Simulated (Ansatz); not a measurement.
A run for Ansatz (a program for electronic structure): R-CCSD(T)/def2-TZVPP on BrH2NSi (SMILES N[Si]Br), a point of a torsion scan. The run froze 20 orbitals, filled d shells among them.

Ansatz 0.2 input:
```yaml
crystal:
  periodic: [false, false, false]
  atoms:
    - {symbol: N, position_ang: [-0.70722948, -0.05800607, -0.03833776]}
    - {symbol: Si, position_ang: [0.78958820, -0.71634936, -0.52002861]}
    - {symbol: Br, position_ang: [0.41827058, -2.84582457, 0.25666435]}
    - {symbol: H, position_ang: [-0.95309033, 0.90297864, -0.20366833]}
    - {symbol: H, position_ang: [-1.44520263, -0.56027375, 0.43622029]}
basis:
  gaussian:
    orbitals: def2-TZVPP
magnetization: {spin_polarized: false}
correlation: {method: ccsd_t, electrons: outside_noble_gas}
scf: {lower_state_search: off}
```

It printed:

```
WARN ansatz: RAYON_NUM_THREADS=1 ignored (pool sized by the plan → 1); use --threads N
Functional definition: HF
these checks for a lower state are left out or cut short: stability, starts, cluster_reference, orbital_swaps, neighbouring_geometries, increment
integrals: 0.34 GiB planned
923 factors; integrals over basis functions are off by at most 1.0e-3 eV
mean field: 0.45 GiB planned
mean field evaluation 1: about -79374.3384 eV, gradient 3.5e1 eV
mean field evaluation 2: about -79374.4680 eV, gradient 3.5e1 eV
mean field evaluation 4: about -79377.0639 eV, gradient 2.6e0 eV
mean field evaluation 8: about -79377.1116 eV, gradient 3.2e-1 eV
mean field -79377.11218710 eV, -2917.0550691369 hartree, gradient 9.3e-6 eV, S^2 0.000000; 0 other end points of the search recorded, 0 dependent functions left out
20 core orbitals not correlated
reference -79377.11218710 eV, -2917.0550691369 hartree; 9, 9 occupied and 120, 120 virtual orbitals, 923 factors
second order -12.91006823 eV of doubles, -0.00000000 eV of singles
coupled cluster: 0.72 GiB planned
cycle   1  -13.35648550 eV  change   -4.5e-1 eV  update   8.5e-2
cycle   2  -13.68870813 eV  change   -3.3e-1 eV  update   2.7e-2
cycle   3  -13.76103461 eV  change   -7.2e-2 eV  update   1.5e-2
cycle   4  -13.74969038 eV  change    1.1e-2 eV  update   3.8e-3
cycle   5  -13.74946262 eV  change    2.3e-4 eV  update   1.7e-3
cycle   6  -13.74958615 eV  change   -1.2e-4 eV  update   5.6e-4
cycle   7  -13.74941315 eV  change    1.7e-4 eV  update   2.1e-4
cycle   8  -13.74947561 eV  change   -6.2e-5 eV  update   7.1e-5
cycle   9  -13.74948054 eV  change   -4.9e-6 eV  update   2.7e-5
cycle  10  -13.74946808 eV  change    1.2e-5 eV  update   9.3e-6
perturbative correction -0.59564791 eV, -0.0218896570 hartree
Total energy: -79391.45730309 eV, -2917.5822424261 hartree
Checks for a lower state left out: stability, starts, cluster_reference, orbital_swaps, neighbouring_geometries, increment
```

The run converged.

Cost: roughly 20 core-seconds.
